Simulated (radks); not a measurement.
Task: Pr19+, 40 electrons, occupied as [Kr] 4d4. Method: scalar-relativistic Kohn-Sham, SCAN, spin-polarised, spherical densities, finite nucleus; open shells are filled with parallel spins first (spin-orbit coupling, left out, can overturn this in heavy ions); meta-GGA in the generalised Kohn-Sham scheme; Fermi nuclear charge, rms radius 4.8919 fm; computed with a radial shooting solver on a logarithmic mesh with Libxc functionals. Some entries of the table are withheld. Estimate them.

orbital,occ.,eigenvalue (eV),r(max) (bohr)
1s up,1,-42374.40,0.01541
1s down,1,-42374.27,0.01541
2s up,1,-7252.949,0.08715
2s down,1,-7250.531,0.08714
2p up,3,-6538.226,0.07029
2p down,3,-6536.085,0.07028
3s up,1,-1946.019,0.2480
3s down,1,-1944.780,0.2481
3p up,3,-1717.924,0.2428
3p down,3,-1716.381,0.2430
3d up,5,-1400.942,0.1997
3d down,5,-1398.391,0.2000
4s up,1,-734.5610,0.5632
4s down,1,-724.3674,0.5624
4p up,3,(1),0.5818
4p down,3,(2),0.5811
4d up,4,-539.5097,0.5936

Result: 
(1) 4p up eigenvalue (eV): -654.4305
(2) 4p down eigenvalue (eV): -644.3614
